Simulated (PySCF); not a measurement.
Distorted geometries of Pr(OH)3

Pr(OH)3 (singlet in the valence; each metal's 4f electrons, 2 of them, lie in its core potential, out of spins and levels). PySCF 2.14.0, RKS BP86, Pr lcecp-1-SVP with ECP48, O def2-SVP, H def2-SVP; non-relativistic Hamiltonian with scalar-relativistic core potentials where named; density fitting; no spin-orbit coupling. Relaxed geometry:

```xyz
7

Pr    0.0000    0.0000   -0.4667
O     2.0785    0.0000    0.0435
H     2.9587    0.0000    0.4492
O    -1.0393    1.8000    0.0435
H    -1.4793    2.5623    0.4492
O    -1.0392   -1.8000    0.0435
H    -1.4793   -2.5623    0.4492
```

Task: Order these distorted geometries by energy above the relaxed one, lowest first.
A.
```xyz
7

Pr    0.0195   -0.0707   -0.4254
O     2.0870    0.0466    0.1407
H     2.8946   -0.1175    0.3564
O    -1.2295    1.7454    0.0254
H    -1.3966    2.6841    0.2700
O    -0.8598   -1.8940    0.1642
H    -1.5151   -2.3939    0.4802
```
B.
```xyz
7

Pr   -0.0421    0.0039   -0.4179
O     2.1042   -0.0074    0.0529
H     2.9768   -0.0098    0.4372
O    -1.0074    1.8206    0.0053
H    -1.5356    2.6069    0.4290
O    -1.0429   -1.8355    0.0595
H    -1.4530   -2.5788    0.4456
```
C.
```xyz
7

Pr   -0.0459   -0.2268   -0.4858
O     1.9589   -0.1028    0.0168
H     3.0938    0.0081    0.4690
O    -0.9798    2.0409    0.1068
H    -1.4722    2.5873    0.3191
O    -1.0723   -1.8904    0.1325
H    -1.4826   -2.4162    0.4531
```

Result: B (0.19 eV), A (0.86 eV), C (6.07 eV).

Task: Which forces (eV/Å) act in the one that lies 6.07 eV up?

Result: 
```
Pr   -0.92   4.49   0.12
O     6.07   0.31   2.18
H    -5.29  -0.53  -2.04
O    15.38 -18.53  -7.09
H   -14.36  15.79   6.26
O    14.50  18.40 -11.50
H   -15.37 -19.94  12.08
```
Forces carry noise of the integration grid, about 0.01 to 0.03 eV/Å.

An lcecp potential fixes the number of 4f electrons, so in runs with it no electron can move into or out of that shell.
